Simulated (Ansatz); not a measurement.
CH7ClOSi2, SMILES `C[SiH2]O[SiH2]Cl`. Total charge 0; spin multiplicity 1. Geometry: relaxed with PBE0-D4/def2-TZVP. It is one conformer, not always the lowest.

```xyz
12

C    -0.820   -1.689    0.417
Si   -0.600    0.049    1.029
O    -0.175    1.049   -0.213
Si    1.036    1.533   -1.166
Cl    2.105   -0.091   -1.841
H     0.113   -2.074   -0.002
H    -1.123   -2.344    1.239
H    -1.589   -1.736   -0.357
H     0.458    0.108    2.074
H    -1.865    0.586    1.589
H     0.474    2.220   -2.346
H     1.986    2.389   -0.422
```

Problem. What is the dipole moment at B3LYP/def2-TZVPP? (An estimate is asked.)

Solution. The calculation gave: 0.86 D, with components (-0.69, -0.11, 0.50) D in this frame, pointing from negative to positive charge.

Problem. And with PBE, r2SCAN, ωB97M-V? (Best estimate.)

Solution. Ansatz gave: PBE 0.87 D, r2SCAN 0.88 D, ωB97M-V 0.86 D.

Problem. Give the Mulliken charges with B3LYP, r2SCAN, ωB97M-V in def2-TZVPP. (Estimate.)

Solution. Ansatz gave: 
```tsv
atom	B3LYP	r2SCAN	ωB97M-V
C1	-0.37	-0.30	-0.44
Si2	0.47	0.48	0.39
O3	-0.39	-0.43	-0.40
Si4	0.55	0.59	0.44
Cl5	-0.26	-0.27	-0.23
H6	0.11	0.08	0.12
H7	0.10	0.08	0.12
H8	0.10	0.08	0.12
H9	-0.09	-0.08	-0.04
H10	-0.08	-0.09	-0.04
H11	-0.06	-0.07	-0.02
H12	-0.07	-0.07	-0.03
```

B3LYP here is the variant with VWN-RPA as its local correlation; programs differ in this.
